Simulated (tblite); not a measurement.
C5H13NO3Si.
SMILES with atom numbers: `[CH3:1][NH:2][Si@@H:3]([O:4][CH3:5])[C@@H:6]([CH3:7])[C:8](=[O:9])[OH:10]` (hydrogens: H11, H12, H13 on C1; H14 on N2; H15 on Si3; H16, H17, H18 on C5; H19 on C6; H20, H21, H22 on C7; H23 on O10)

Computed geometry: GFN2-xTB, gas phase.

(1) List the bond lengths, angles and torsions at this level.

Answers

(1) 
| bond | length (bohr) |
| --- | --- |
| C1–N2 | 2.735 |
| N2–Si3 | 3.239 |
| Si3–O4 | 3.062 |
| O4–C5 | 2.645 |
| Si3–C6 | 3.642 |
| C6–C7 | 2.882 |
| C6–C8 | 2.793 |
| C8=O9 | 2.283 |
| C8–O10 | 2.547 |
| C1–H11, C1–H12, C1–H13 | 2.062 |
| N2–H14 | 1.911 |
| Si3–H15 | 2.761 |
| C5–H16, C5–H17, C5–H18 | 2.063 |
| C6–H19 | 2.058 |
| C7–H20, C7–H21, C7–H22 | 2.055 |
| O10–H23 | 1.833 |

Bonds in one row agree within 0.02 bohr and their mean is given. A selection of angles:
| angle | degrees |
| --- | --- |
| C1–N2–Si3 | 124.5 |
| N2–Si3–O4 | 111.9 |
| N2–Si3–C6 | 103.0 |
| O4–Si3–C6 | 115.1 |
| Si3–O4–C5 | 131.6 |
| Si3–C6–C7 | 113.4 |
| Si3–C6–C8 | 103.9 |
| C7–C6–C8 | 111.9 |
| C6–C8–O9 | 126.2 |
| C6–C8–O10 | 112.4 |
| O9–C8–O10 | 121.2 |
| H14–N2–C1 | 112.0 |
| H14–N2–Si3 | 117.7 |
| H23–O10–C8 | 109.8 |

Torsions: C1–N2–Si3–O4 50° (synclinal); N2–Si3–O4–C5 47° (synclinal); N2–Si3–C6–C7 -56° (synclinal); Si3–C6–C8–O9 -87° (synclinal); H23–O10–C8–C6 -176° (antiperiplanar).

N2 (silicon-bound nitrogen) has angles 124.5°, 117.7° and 112.0°, sum 354.2°, 0.19 Å off the plane of its three neighbours. The 3 C–O bonds span 1.208 Å (C8=O9, drawn double) to 1.400 Å (O4–C5, drawn single), a spread of 0.192 Å. Si3 (oxygen-bound silicon) has angles from 96.7° to 120.6°. Of the pairs four or more bonds apart, O9···H14 is among the closest relative to their van der Waals radii: 2.48 Å, 91 % of the sum of Bondi's values. O10 (acid hydroxyl oxygen) is bent (angle 109.8°). The C–C distances run from 1.478 Å (C6–C8, drawn single) to 1.525 Å (C6–C7, drawn single), a spread of 0.047 Å.

Point group: C1 (no symmetry element, even within 0.4 Å). Its GFN2-xTB frequencies are all real (lowest 35 cm⁻¹). One conformer, not necessarily the lowest (C1–N2–Si3–O4 50°, N2–Si3–O4–C5 47°, N2–Si3–C6–C7 -56°, Si3–C6–C8–O9 -87°, C6–C8–O10–H -176°).
